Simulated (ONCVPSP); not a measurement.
**u(r) = r·R(r): atom against pseudo-atom (P (Z = 15))**

Columns: radius, all-electron u(r) and pseudo u(r) of the 3s shell (level -14.02 eV) of phosphorus in the configuration [Ne] 3s2 3p3; LDA (Perdew-Zunger), scalar-relativistic, ONCV scheme, ONCVPSP 4.0.1.

```
r (bohr)  all-electron  pseudo
   0.103        0.1124  0.0388
   0.205       -0.2009  0.0822
   0.308       -0.3670  0.1328
   0.410       -0.3582  0.1873
   0.513       -0.2399  0.2427
   0.615       -0.0726  0.2955
   0.718        0.1083  0.3485
   0.820        0.2767  0.4056
   0.923        0.4248  0.4721
   1.025        0.5450  0.5464
   1.128        0.6394  0.6239
   1.230        0.7077  0.6932
   1.332        0.7538  0.7461
   1.435        0.7807  0.7784
   1.538        0.7913  0.7910
   1.640        0.7885  0.7885
   1.743        0.7754  0.7754
   1.845        0.7543  0.7543
   1.948        0.7270  0.7270
   2.050        0.6958  0.6957
   2.153        0.6614  0.6613
   2.255        0.6256  0.6256
   2.358        0.5888  0.5888
   2.460        0.5523  0.5522
   2.562        0.5162  0.5162
   2.665        0.4807  0.4807
```

Question: How many radial nodes do the two functions have?

Answer: The all-electron 3s function has n − l − 1 = 2; the pseudo-wave has 0, since the states of the same l below it are removed with the core.

Question: At about which radius was the pseudo-wave matched?

Answer: 1.65 bohr. The columns agree to 0.0005 from 1.54 bohr on; several derivatives are matched, so the curves merge somewhat inside the radius.

Question: Is the pseudo-wave norm-conserving?

Answer: Yes: the ONCV scheme keeps the norm inside the radius equal to the all-electron one, which fixes the energy derivative of the logarithmic derivative at the level.
